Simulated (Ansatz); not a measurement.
Basis-set series for `C[N](C)[Al]([OH])[OH]`. Total charge 0; spin multiplicity 1. The structure was optimised at the PBE0-D4/def2-TZVP level. It is one conformer, not always the lowest.

```json
{"functional": "PBE0-D4", "basis": "def2-SVP", "functions": "128", "energy (Eh)": "-528.06584", "HOMO (eV)": "-6.09", "LUMO (eV)": "0.14"}
{"functional": "PBE0-D4", "basis": "def2-QZVPP", "functions": "595", "energy (Eh)": "-528.52485", "HOMO (eV)": "-6.31", "LUMO (eV)": "-0.44"}
{"functional": "ωB97M-V", "basis": "def2-SVP", "functions": "128", "energy (Eh)": "-528.36033", "HOMO (eV)": "-8.38", "LUMO (eV)": "1.73"}
{"functional": "ωB97M-V", "basis": "def2-QZVPP", "functions": "595", "energy (Eh)": "-528.82951", "HOMO (eV)": "-8.62", "LUMO (eV)": "0.81"}
```

**Question.** Give the rows for def2-TZVPP. (Estimate.)

**Answer.** Ansatz gave: 
```tsv
functional	basis	functions	energy (Eh)	HOMO (eV)	LUMO (eV)
PBE0-D4	def2-TZVPP	309	-528.49942	-6.27	-0.14
ωB97M-V	def2-TZVPP	309	-528.80509	-8.57	1.42
```

Positive LUMOs are unbound and depend on the basis.
